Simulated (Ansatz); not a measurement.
H5O2Si2 can be A, `O[SiH][SiH2]O`•, or B, `O[Si](O)[SiH3]`•.

Gas-phase electronic energies from Ansatz, PBE0-D4/def2-TZVP geometries. CBS: MP2 limit from def2 TZ/QZ plus the TZ coupled-cluster correction, frozen cores. DFT in def2-TZVPP. B3LYP here is the variant with VWN-RPA as its local correlation; programs differ in this. No spin–orbit coupling; open shells (•) take unrestricted orbitals. Each species was taken in one conformer, which may not be the lowest.

**Question.** Which isomer does CCSD(T)/CBS put lower? Give the gap. (Estimate.)

**Answer.** Computed: B, by 5.7 kcal/mol.

**Question.** Give E(B) − E(A) in kcal/mol with B2PLYP, PBE0-D4, CCSD(T)/def2-TZVPP, PBE-D4, B3LYP-D4, CCSD/def2-TZVPP, r2SCAN-D4. (Best estimate.)

**Answer.** The calculation gave: B2PLYP -5.9, PBE0-D4 -6.1, CCSD(T)/def2-TZVPP -5.7, PBE-D4 -6.6, B3LYP-D4 -6.2, CCSD/def2-TZVPP -5.5, r2SCAN-D4 -6.4. None reverses the order clearly.

Largest T1 diagnostic: 0.016.

In def2-TZVPP, CCSD(T) changes the Hartree–Fock value by −1.0 kcal/mol (the triples alone add −0.3 kcal/mol) and MP2 by −0.8 kcal/mol.
